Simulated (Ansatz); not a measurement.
isopropylamine (C₃H₉N), singlet, geometry from GFN2-xTB; CASSCF(4,5)/6-31G (Ansatz, a quantum-chemistry and plane-wave program).

Ansatz was given this input:
Ansatz 0.2 input:
```yaml
crystal:
  periodic: [false, false, false]
  atoms:
    - {symbol: C, position_ang: [-0.55105503, 1.21127971, 0.55105219]}
    - {symbol: C, position_ang: [-0.01665718, 0.10649214, -0.35677557]}
    - {symbol: C, position_ang: [1.41672569, -0.25882784, 0.02037526]}
    - {symbol: N, position_ang: [-0.85419502, -1.07464949, -0.19035718]}
    - {symbol: H, position_ang: [0.08110938, 2.09312036, 0.48919171]}
    - {symbol: H, position_ang: [-0.57125383, 0.85838895, 1.57848389]}
    - {symbol: H, position_ang: [-1.56244281, 1.48852622, 0.26115788]}
    - {symbol: H, position_ang: [-0.01983257, 0.47906027, -1.40065685]}
    - {symbol: H, position_ang: [1.80377599, -1.02633918, -0.64665397]}
    - {symbol: H, position_ang: [1.43777943, -0.64253792, 1.03668185]}
    - {symbol: H, position_ang: [2.06111231, 0.61388174, -0.04478134]}
    - {symbol: H, position_ang: [-0.53013327, -1.82750065, -0.78764755]}
    - {symbol: H, position_ang: [-1.81483042, -0.86771740, -0.44118662]}
basis:
  gaussian:
    orbitals: 6-31G
hamiltonian:
  xc: hf
magnetization: {spin_polarized: false}
correlation: {active_space: {window: {electrons: 4, orbitals: 5}}}
```

Problem. Write the output that Ansatz gives for this input, abridged.

Solution. 
```
Functional definition: HF
801 factors; integrals over basis functions are off by at most 1.9e-4 eV
mean field evaluation 1: about -4710.8352 eV, gradient 3.1e1 eV
mean field evaluation 2: about -4710.8299 eV, gradient 3.1e1 eV
mean field evaluation 4: about -4713.3195 eV, gradient 2.8e0 eV
mean field evaluation 8: about -4713.3424 eV, gradient 3.9e-2 eV
mean field -4713.34238167 eV, -173.2121377080 hartree, gradient 1.0e-6 eV, S^2 0.000000; 0 other end points of the search recorded, 0 dependent functions left out
reference -4713.34238167 eV, -173.2121377080 hartree; 17, 17 occupied and 37, 37 virtual orbitals, 801 factors
state -4714.63020048 eV, -173.2594641766 hartree
the orbitals are reached from a further start. From the first start the search ends at -4714.36969011 eV, -173.2498905970 hartree
Total energy: -4714.63020048 eV, -173.2594641766 hartree
```
